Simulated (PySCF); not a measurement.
Cl2MoO2, charge -1, doublet, geometry from GFN2-xTB (such geometries of metal compounds can be far from the true shape) (the multiplicity is a formal guess) (core potentials on Cl, Mo) (in this run its highest filled SCF level lies above zero, so its values depend strongly on the basis, on diffuse functions most of all); DF-PBE/LANL2DZ (PySCF).

The PySCF input:
```python
from pyscf import gto, scf, dft

mol = gto.M(
    atom='''
Mo    0.484657   -0.090098    0.159970
O     1.581298   -0.625309   -0.943275
O     0.843177    0.174597    1.743517
Cl   -0.785127    1.691317   -0.719227
Cl   -1.553191   -1.256622   -0.052577
''',
    basis='lanl2dz',
    ecp={'Cl': 'lanl2dz', 'Mo': 'lanl2dz'},
    charge=-1,
    spin=1,
    verbose=4,
)

mf = dft.UKS(mol)
mf.xc = 'pbe'
mf = mf.density_fit(auxbasis='def2-universal-jkfit')
mf.kernel()
mf.analyze()
```

Problem. What does PySCF print? Leave out banner, timings and long lists.

Solution. 
```
PySCF version 2.14.0

[INPUT] verbose = 4
[INPUT] num. atoms = 5
[INPUT] num. electrons = 45
[INPUT] charge = -1
[INPUT] spin (= nelec alpha-beta = 2S) = 1
[INPUT] symmetry False subgroup None
[INPUT] Mole.unit = angstrom
[INPUT] Symbol           X                Y                Z      unit          X                Y                Z       unit  Magmom
[INPUT]  1 Mo     0.484657000000  -0.090098000000   0.159970000000 AA    0.915868994353  -0.170260544371   0.302299488147 Bohr   0.0
[INPUT]  2 O      1.581298000000  -0.625309000000  -0.943275000000 AA    2.988220141322  -1.181662753226  -1.782531410149 Bohr   0.0
[INPUT]  3 O      0.843177000000   0.174597000000   1.743517000000 AA    1.593373604532   0.329940512171   3.294769623523 Bohr   0.0
[INPUT]  4 Cl    -0.785127000000   1.691317000000  -0.719227000000 AA   -1.483675003001   3.196125919821  -1.359142051393 Bohr   0.0
[INPUT]  5 Cl    -1.553191000000  -1.256622000000  -0.052577000000 AA   -2.935105609139  -2.374671422103  -0.099356130451 Bohr   0.0

nuclear repulsion = 171.757167903884
number of shells = 25
number of NR pGTOs = 117
number of NR cGTOs = 56
basis = lanl2dz
ecp = {'Cl': 'lanl2dz', 'Mo': 'lanl2dz'}

******** <class 'pyscf.df.df_jk.DFUKS'> ********
method = DFUKS
initial guess = minao
damping factor = 0
level_shift factor = 0
DIIS = <class 'pyscf.scf.diis.CDIIS'>
diis_start_cycle = 1
diis_space = 8
diis_damp = 0
SCF conv_tol = 1e-09
SCF conv_tol_grad = None
SCF max_cycles = 50
direct_scf = False
number electrons alpha = 23  beta = 22
XC library pyscf.dft.libxc version 7.1.2
    S. Lehtola, C. Steigemann, M. J. T. Oliveira, and M. A. L. Marques,  SoftwareX 7, 1–5 (2018)
XC functionals = pbe
    J. P. Perdew, K. Burke, and M. Ernzerhof,  Phys. Rev. Lett. 77, 3865 (1996)
    J. P. Perdew, K. Burke, and M. Ernzerhof,  Phys. Rev. Lett. 78, 1396 (1997)
    J. P. Perdew, K. Burke, and M. Ernzerhof,  Phys. Rev. Lett. 77, 3865 (1996)
    J. P. Perdew, K. Burke, and M. Ernzerhof,  Phys. Rev. Lett. 78, 1396 (1997)
radial grids:
    Treutler-Ahlrichs [JCP 102, 346 (1995); DOI:10.1063/1.469408] (M4) radial grids

becke partition: Becke, JCP 88, 2547 (1988); DOI:10.1063/1.454033
pruning grids: <function nwchem_prune>
grids dens level: 3
symmetrized grids: False
atomic radii adjust function: <function treutler_atomic_radii_adjust>
small_rho_cutoff = 0
Set gradient conv threshold to 3.16228e-05
tot grids = 88368
init E= -243.370092337093

cycle= 1 E= -242.491675106486  delta_E= 0.878  |g|= 2.59  |ddm|= 5.14

cycle= 2 E= -224.692273693853  delta_E= 17.8  |g|= 4.35  |ddm|= 11.3
cycle= 3 E= -246.557282796964  delta_E= -21.9  |g|= 1.71  |ddm|= 10.5
cycle= 4 E= -247.535300210367  delta_E= -0.978  |g|= 0.789  |ddm|= 1.52
cycle= 5 E= -247.055633310686  delta_E= 0.48  |g|= 0.928  |ddm|= 2.87
cycle= 6 E= -247.934775064868  delta_E= -0.879  |g|= 0.229  |ddm|= 2.65
cycle= 7 E= -247.958174339349  delta_E= -0.0234  |g|= 0.132  |ddm|= 0.144
cycle= 8 E= -247.964562424207  delta_E= -0.00639  |g|= 0.0981  |ddm|= 0.112
cycle= 9 E= -247.966624243929  delta_E= -0.00206  |g|= 0.0727  |ddm|= 0.0381
cycle= 10 E= -247.967341267289  delta_E= -0.000717  |g|= 0.0615  |ddm|= 0.032
cycle= 11 E= -247.968667811674  delta_E= -0.00133  |g|= 0.024  |ddm|= 0.0398
cycle= 12 E= -247.968955866931  delta_E= -0.000288  |g|= 0.00508  |ddm|= 0.0237
cycle= 13 E= -247.968975197076  delta_E= -1.93e-05  |g|= 0.000634  |ddm|= 0.0072
cycle= 14 E= -247.968975523126  delta_E= -3.26e-07  |g|= 0.000132  |ddm|= 0.000931
cycle= 15 E= -247.968975558501  delta_E= -3.54e-08  |g|= 4.74e-05  |ddm|= 0.000432
cycle= 16 E= -247.968975561601  delta_E= -3.1e-09  |g|= 1.24e-05  |ddm|= 0.000133
cycle= 17 E= -247.968975561705  delta_E= -1.04e-10  |g|= 1.74e-06  |ddm|= 1.84e-05
Extra cycle  E= -247.968975561683  delta_E= 2.21e-11  |g|= 7.36e-06  |ddm|= 6.61e-06
converged SCF energy = -247.968975561683  <S^2> = 0.75238812  2S+1 = 2.0023867
**** SCF Summaries ****
Total Energy =                        -247.968975561683180
Nuclear Repulsion Energy =             171.757167903883555
One-electron Energy =                 -722.268355135519187
Two-electron Energy =                  302.542211669952451
Two-electron Coulomb Energy =          333.485180305407710
DFT Exchange-Correlation Energy =      -30.942968635455241
**** MO energy ****
                             alpha | beta                alpha | beta
MO #1   energy= -18.6124013938211  | -18.6120787828951  occ= 1 | 1
MO #2   energy= -18.6123968571493  | -18.6120741970796  occ= 1 | 1
MO #3   energy= -2.25526759574698  | -2.23726939680882  occ= 1 | 1
MO #4   energy= -1.36110455791493  | -1.35346398311905  occ= 1 | 1
MO #5   energy= -1.32618290886757  | -1.30289671533742  occ= 1 | 1
MO #6   energy= -1.30870989115564  | -1.2829809600657   occ= 1 | 1
MO #7   energy= -0.689665457439498 | -0.687212025623632 occ= 1 | 1
MO #8   energy= -0.652005150763095 | -0.650337481449101 occ= 1 | 1
MO #9   energy= -0.546203529377008 | -0.543948137964499 occ= 1 | 1
MO #10  energy= -0.534503454093604 | -0.532421236330457 occ= 1 | 1
MO #11  energy= -0.225775183460819 | -0.220909685656665 occ= 1 | 1
MO #12  energy= -0.214039518690043 | -0.208111636249048 occ= 1 | 1
MO #13  energy= -0.210258682414455 | -0.204646639700541 occ= 1 | 1
MO #14  energy= -0.182727875326475 | -0.17912636849988  occ= 1 | 1
MO #15  energy= -0.173384703177419 | -0.165774858931101 occ= 1 | 1
MO #16  energy= -0.15387978217665  | -0.144708041320815 occ= 1 | 1
MO #17  energy= -0.132865778859149 | -0.131441084106628 occ= 1 | 1
MO #18  energy= -0.123547836410308 | -0.118898059687226 occ= 1 | 1
MO #19  energy= -0.111295130115074 | -0.110274122342489 occ= 1 | 1
MO #20  energy= -0.0983634303233469 | -0.0977591227061359 occ= 1 | 1
MO #21  energy= -0.0979148264235772 | -0.0972801248134431 occ= 1 | 1
MO #22  energy= -0.0819634674558358 | -0.0783639392873727 occ= 1 | 1
MO #23  energy= 0.00226208686332008 | 0.0406625492448729 occ= 1 | 0
MO #24  energy= 0.0719190110505594 | 0.0801333720502146 occ= 0 | 0
MO #25  energy= 0.0820038731964105 | 0.0922888126962427 occ= 0 | 0
MO #26  energy= 0.11933112155512   | 0.130336448219714  occ= 0 | 0
MO #27  energy= 0.139855353389097  | 0.14190287950156   occ= 0 | 0
MO #28  energy= 0.143332591102299  | 0.145334674573322  occ= 0 | 0
MO #29  energy= 0.143790528289588  | 0.145930514444313  occ= 0 | 0
MO #30  energy= 0.164007948777364  | 0.170009491986798  occ= 0 | 0
MO #31  energy= 0.203487998635746  | 0.20799038244412   occ= 0 | 0

spin_pop of  0 Mo 4s        0.00001
spin_pop of  0 Mo 5s        0.05344
spin_pop of  0 Mo 6s        0.00727
spin_pop of  0 Mo 4px       0.00003
spin_pop of  0 Mo 4py       0.00001
spin_pop of  0 Mo 4pz       0.00003
spin_pop of  0 Mo 5px       0.00597
spin_pop of  0 Mo 5py       0.00317
spin_pop of  0 Mo 5pz       0.00075
spin_pop of  0 Mo 6px      -0.00012
spin_pop of  0 Mo 6py      -0.00047
spin_pop of  0 Mo 6pz      -0.00015
spin_pop of  0 Mo 4dxy      0.12423
spin_pop of  0 Mo 4dyz      0.04929
spin_pop of  0 Mo 4dz^2     0.02771
spin_pop of  0 Mo 4dxz      0.06832
spin_pop of  0 Mo 4dx2-y2    0.46131
spin_pop of  0 Mo 5dxy      0.00352
spin_pop of  0 Mo 5dyz      0.00320
spin_pop of  0 Mo 5dz^2     0.00430
spin_pop of  0 Mo 5dxz     -0.00019
spin_pop of  0 Mo 5dx2-y2    0.00981
spin_pop of  1 O 1s       -0.00000
spin_pop of  1 O 2s        0.00007
spin_pop of  1 O 3s        0.00026
spin_pop of  1 O 2px      -0.00831
spin_pop of  1 O 2py      -0.01637
spin_pop of  1 O 2pz       0.05282
spin_pop of  1 O 3px       0.00004
spin_pop of  1 O 3py       0.00022
spin_pop of  1 O 3pz       0.00082
spin_pop of  2 O 1s       -0.00000
spin_pop of  2 O 2s        0.00007
spin_pop of  2 O 3s        0.00026
spin_pop of  2 O 2px       0.01095
spin_pop of  2 O 2py      -0.01249
spin_pop of  2 O 2pz       0.02968
spin_pop of  2 O 3px       0.00028
spin_pop of  2 O 3py       0.00027
spin_pop of  2 O 3pz       0.00052
spin_pop of  3 Cl 3s        0.00084
spin_pop of  3 Cl 4s       -0.00004
spin_pop of  3 Cl 3px       0.04617
spin_pop of  3 Cl 3py       0.00235
spin_pop of  3 Cl 3pz      -0.00067
spin_pop of  3 Cl 4px       0.01108
spin_pop of  3 Cl 4py       0.00021
spin_pop of  3 Cl 4pz      -0.00020
spin_pop of  4 Cl 3s        0.00084
spin_pop of  4 Cl 4s       -0.00004
spin_pop of  4 Cl 3px       0.01805
spin_pop of  4 Cl 3py       0.02241
spin_pop of  4 Cl 3pz       0.00739
spin_pop of  4 Cl 4px       0.00545
spin_pop of  4 Cl 4py       0.00422
spin_pop of  4 Cl 4pz       0.00141
In total            23.00000 | 22.00000

WARN: System has nonzero charge -1; the dipole moment is origin-dependent.
Location of origin: [0. 0. 0.]

Dipole moment(X, Y, Z, Debye):  0.92744, -0.17241,  0.30609
```
